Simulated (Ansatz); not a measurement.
Computed with Ansatz on PBE0-D4/def2-TZVP structures; ΔE is electronic, products minus reactants. CCSD(T)/CBS is the MP2 limit (def2-TZVPP, def2-QZVPP) plus CCSD(T) − MP2 in def2-TZVPP, frozen cores. This one scheme is used for every species. DFT in def2-TZVPP. B3LYP here is the variant with VWN-RPA as its local correlation; programs differ in this. Each species was taken in one conformer, which may not be the lowest.

Consider the formal exchange of groups at the Si–F bond: `F[SiH](F)N[SiH](Cl)Cl` + CH₄ → `C[SiH](F)N[SiH](Cl)Cl` + H–F.

Question: Is it downhill or uphill in electronic energy at CCSD(T)/CBS, and by how much? (Best estimate.)

Answer: Computed: Uphill: ΔE = +149.0 kJ/mol.

Question: What do these levels give: PBE-D4, r2SCAN-D4, PBE0-D4, ωB97X-V, ωB97M-V, B2PLYP, PBE0, B3LYP, HF/def2-TZVPP, MP2/def2-TZVPP, CCSD(T)/def2-TZVPP, MP2/CBS(def2)? (Best estimate.)

Answer: The calculation gave: PBE-D4 139.9, r2SCAN-D4 155.8, PBE0-D4 142.2, ωB97X-V 151.5, ωB97M-V 151.4, B2PLYP 158.9, PBE0 146.4, B3LYP 161.0, HF/def2-TZVPP 175.1, MP2/def2-TZVPP 149.9, CCSD(T)/def2-TZVPP 150.6, MP2/CBS(def2) 148.3 kJ/mol.

Largest T1 diagnostic among the species: 0.011.

In def2-TZVPP, CCSD(T) changes the Hartree–Fock value by −24.6 kJ/mol (the triples alone add −3.1 kJ/mol) and MP2 by −25.3 kJ/mol. The D4 term adds −6.9 kJ/mol with B3LYP and −4.2 kJ/mol with PBE0; it sums over pairs of atoms, weighted by their polarisabilities, and B3LYP, whose exchange is more repulsive, gets the larger term.
